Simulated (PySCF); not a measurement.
Se(I)(NH2) (H2INSe), SMILES [Se](N)I.

Geometry optimised at B3LYP-D3(BJ)/def2-SVP. The def2 effective core potentials stand for the cores of I; spin–orbit coupling is left out. The values are those of a single conformer.

Calculation: PySCF with HF/def2-TZVPD.

Symmetry labels are those of the subgroup Cs that the program uses (full group Cs).

### Question
List the valence orbital energies around the gap with their symmetry. (The exact figures need the calculation; the answer reports its results.)

### Answer

```json
[
 {"orbital": "HOMO−7", "symmetry": "A'", "energy (eV)": "-22.66"},
 {"orbital": "HOMO−6", "symmetry": "A\"", "energy (eV)": "-19.05"},
 {"orbital": "HOMO−5", "symmetry": "A'", "energy (eV)": "-15.84"},
 {"orbital": "HOMO−4", "symmetry": "A'", "energy (eV)": "-13.58"},
 {"orbital": "HOMO−3", "symmetry": "A\"", "energy (eV)": "-11.20"},
 {"orbital": "HOMO−2", "symmetry": "A'", "energy (eV)": "-10.70"},
 {"orbital": "HOMO−1", "symmetry": "A'", "energy (eV)": "-10.17"},
 {"orbital": "HOMO", "symmetry": "A\"", "energy (eV)": "-9.19"},
 {"orbital": "LUMO", "symmetry": "A'", "energy (eV)": "0.31"},
 {"orbital": "LUMO+1", "symmetry": "A'", "energy (eV)": "1.32"},
 {"orbital": "LUMO+2", "symmetry": "A'", "energy (eV)": "1.55"},
 {"orbital": "LUMO+3", "symmetry": "A\"", "energy (eV)": "1.69"}
]
```
